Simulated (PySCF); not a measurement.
## From computed data to an observable: dipole moment from atomic charges

Be(H)(SMe) (CH₄BeS), SMILES [BeH][S]C. Atoms are numbered in the order given.

```xyz
7

Be    -0.6821     1.6161     0.0000
H     -1.5579     2.6132     0.0000
S      0.5899     0.2086     0.0000
C     -0.5073    -1.2770     0.0000
H     -1.1287    -1.3047     0.8914
H      0.1492    -2.1440     0.0000
H     -1.1287    -1.3047    -0.8914
```
Charge 0, spin multiplicity 1.

Geometry: B3LYP-D3(BJ)/def2-TZVP.

Charges (e) from PBE0/def2-TZVPD in PySCF:

```
atom  ESP fit     IAO
----  -------  ------
Be1     0.516   1.270
H2     -0.276  -0.548
S3     -0.299  -0.716
C4     -0.600  -0.507
H5      0.206   0.164
H6      0.248   0.174
H7      0.206   0.164
```

The dipole moment of the full density is 1.56 D.

Task: What dipole moment does each set of point charges give, and which comes closer to that of the density?

Result: 
μ = Σ q r, and 1 e Å = 4.8032 D.
ESP fit: Σ q r = (-0.222, -0.253, 0.000) e Å, |μ| = 1.62 D.
IAO: Σ q r = (-0.522, 0.317, 0.000) e Å, |μ| = 2.93 D.
ESP fit comes closer in size. Point charges leave out the atoms' own dipoles (lone pairs, polarised bonds); fits to the potential absorb them, partitions of the density don't.
